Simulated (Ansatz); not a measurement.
`C[O][Ga]([OH])[SH]`. Total charge 0; spin multiplicity 1. The structure was optimised at the PBE0-D4/def2-TZVP level. It is one conformer, not always the lowest.

```xyz
10

C     0.894   -0.785   -1.141
O     0.364   -0.801    0.161
Ga   -0.622    0.529    0.818
O    -0.965    1.990   -0.138
S    -1.399    0.348    2.842
H     1.690   -1.532   -1.200
H     0.137   -1.041   -1.893
H     1.332    0.184   -1.414
H    -0.600    1.969   -1.025
H    -0.830   -0.861    2.990
```

Q: What is the dipole moment at ωB97M-V/def2-TZVPP? (Estimate.)

A: The calculation gave: 2.15 D, with components (1.06, -0.76, -1.72) D in this frame, pointing from negative to positive charge.

Q: And with PBE, r2SCAN, B3LYP? (An estimate is asked.)

A: The calculation gave: PBE 2.07 D, r2SCAN 2.16 D, B3LYP 2.13 D.

Q: Give the Mulliken charges with ωB97M-V, B3LYP, PBE in def2-TZVPP. (Estimate.)

A: Ansatz gave: 
| atom | ωB97M-V | B3LYP | PBE |
| --- | --- | --- | --- |
| C1 | -0.18 | -0.12 | -0.14 |
| O2 | -0.40 | -0.40 | -0.32 |
| Ga3 | 0.60 | 0.60 | 0.49 |
| O4 | -0.41 | -0.41 | -0.37 |
| S5 | -0.23 | -0.23 | -0.23 |
| H6 | 0.12 | 0.10 | 0.10 |
| H7 | 0.12 | 0.09 | 0.09 |
| H8 | 0.09 | 0.07 | 0.07 |
| H9 | 0.17 | 0.17 | 0.18 |
| H10 | 0.13 | 0.12 | 0.13 |

B3LYP here is the variant with VWN-RPA as its local correlation; programs differ in this.
